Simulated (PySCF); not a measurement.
Level of theory: PySCF, PBE0, basis Mn def2-TZVPD, H def2-TZVPD (no relativity, density fitting). Open shells, if any, are unrestricted.

Task: What spin state, shape and geometry does isolated [MnH3]- take (every ligand bound to Mn)?

Result: Formally Mn is in oxidation state +2, d5, with 5 unpaired electrons (the high-spin count). The Mulliken spin on Mn is 5.22. The polar-tensor charge on Mn, 0.63, is far below the formal one. The lowest minimum found is a sextet of D3h symmetry with Mn–H 1.768 Å (×3); H–Mn–H 120.0° (×3). Its harmonic wavenumbers are 475 (a2''), 481 (e'), 1347 (e'), 1399 (a1') cm⁻¹ and its dipole moment is 0.00 D about the centre of mass.

Only a few start shapes were tried, so a lower isomer may exist. Open d and f shells are described by one determinant, and the ground state may have another occupation or spin. The lowest empty level of this anion is unbound, so it and the gap depend on the basis.
